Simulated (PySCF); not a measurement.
C₆H₅I, SMILES C#C/C=C(\I)C=C.

Geometry optimised at PBE0-D3(BJ)/def2-SVP. The structure was generated by enumeration; whether it is a known compound was not checked. The def2 effective core potentials stand for the cores of I; spin–orbit coupling is left out. The values are those of a single conformer.

Two levels are set side by side: TDA-PBE/def2-SVPD (PySCF) and TDA-ωB97X/def2-SVPD (PySCF). Vertical, same geometry. The lowest singlet is HOMO−1→LUMO 100 % with PBE and HOMO→LUMO+1 70 %, HOMO−2→LUMO+1 18 % with the other functional; states are paired by order. Differences are taken from unrounded values.

| quantity | TDA-ωB97X | TDA-PBE | TDA-PBE minus TDA-ωB97X |
|---|---|---|---|
| lowest singlet excitation (eV) | 4.88 | 3.56 | -1.32 |
| lowest triplet excitation (TDA) (eV) | 2.66 | 2.46 | -0.19 |
| first bright state (f over 0.05) (eV) | 4.96 | 3.80 | -1.16 |
| its oscillator strength | 0.60 | 0.08 | -0.52 |

A lower first singlet is the usual sign of a functional without exact exchange. Differences between two approximate levels are no errors against the true value.

Rough cost on one machine, each run with all the roots and properties that it gave: TDA-ωB97X against TDA-PBE about 8 times.
